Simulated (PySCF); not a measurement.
How the method changes the constants of BeN

State: ⁴Σ⁻ (quartet), unpaired electrons σ ↑, π ↑↑. Set-up: PySCF, no relativity, basis sets Be 6-31G(d,p), N 6-31G(d,p). De refers to Be + N in their high-spin ground configurations, without counterpoise correction. The functionals are run spin-unrestricted. A positive dipole means Be(−)N(+).

| Level | Re (Å) | ωe (cm⁻¹) | De (eV) | μ (D) |
| --- | --- | --- | --- | --- |
| UHF | 1.594 | 977 | 1.00 | -1.67 |
| UHF-MP2 | 1.605 | 960 | 1.43 | n/a |
| UHF-SCS-MP2 | 1.610 | 943 | 1.31 | n/a |
| UHF-CCSD | 1.615 | 920 | 1.01 | n/a |
| UHF-CCSD(T) | 1.619 | 909 | 1.07 | n/a |
| PBE | 1.621 | 900 | 2.20 | -1.05 |
| TPSS | 1.625 | 900 | 2.13 | -1.02 |
| r²SCAN | 1.616 | 904 | 2.05 | -1.24 |
| M06-L | 1.610 | 927 | 2.07 | -0.94 |
| PBE0 | 1.605 | 939 | 1.99 | -1.26 |
| HSE06 | 1.605 | 937 | 2.00 | -1.26 |
| M06-2X | 1.606 | 937 | 1.80 | -1.20 |

(1) Which functional lies closest to UHF-CCSD(T) in De, which farthest, and by how much do they differ from it?

(2) What does a quarter of exact exchange do here, going from PBE to PBE0?

(3) What does the step from GGA to meta-GGA do here, going from PBE to r²SCAN?

Correlated steps freeze 1 core orbital. Correlated levels converge slowly with the basis: in double zeta they bind strong bonds too weakly, by up to about 1 eV, and carry superposition errors of some tenths. The state was picked by a PBE0 search and need not be the measured ground state.

The whole job (state search and all levels along the bond) took about 0.9 min on 1 thread of Intel Xeon 6975P-C (shared host), peak memory 0.36 GiB.

Answers

(1) Closest is M06-2X (-1.3 pm in Re, +3.1 % in ωe, +0.73 eV in De against UHF-CCSD(T) in the same basis), farthest PBE (+0.2 pm in Re, -1.0 % in ωe, +1.13 eV in De). CCSD(T) converges more slowly with the basis than the functionals do and binds too weakly in this one, so the order can change at the basis-set limit.

(2) PBE0 less PBE: -1.6 pm in Re, +4.3 % in ωe, -0.21 eV in De. Exact exchange removes part of the self-interaction that spreads semilocal densities, and in most molecules shortens and stiffens the bond and lowers De; so it does here.

(3) r²SCAN less PBE: -0.5 pm in Re, +0.4 % in ωe, -0.15 eV in De.
